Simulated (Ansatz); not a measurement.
LiAl₃⁺. The state is a doublet with charge 1. Geometry r2SCAN-D4/def2-TZVP, that of the neutral singlet; atoms count from 1.

```xyz
4

Al   -0.9408   -1.0944    0.6380
Al   -0.8265    1.3327    0.0125
Al    1.1768    0.1983    1.0202
Li    0.5905   -0.4366   -1.6708
```

The structure comes from a short search, and lower isomers may exist.

Q: Estimate the Mulliken populations from the PBE0/def2-TZVP orbitals of Ansatz.

A: 
```csv
atom,charge (e),spin (α − β)
Al1,0.11,0.33
Al2,0.10,0.34
Al3,0.11,0.34
Li4,0.68,-0.01
```
Mulliken values and Mayer orders depend strongly on the basis.

Q: Where does the spin sit?

A: Summed by element: Al 1.01, Li -0.01, of 1 unpaired in all. Largest on single atoms: Al3 0.34, Al2 0.34, Al1 0.33.

Q: And the Mayer bond orders between bonded heavy atoms (over 0.3)?

A: Al1–Al2 0.98 (2.51 Å); Al1–Al3 0.98 (2.51 Å); Al2–Al3 0.98 (2.51 Å).
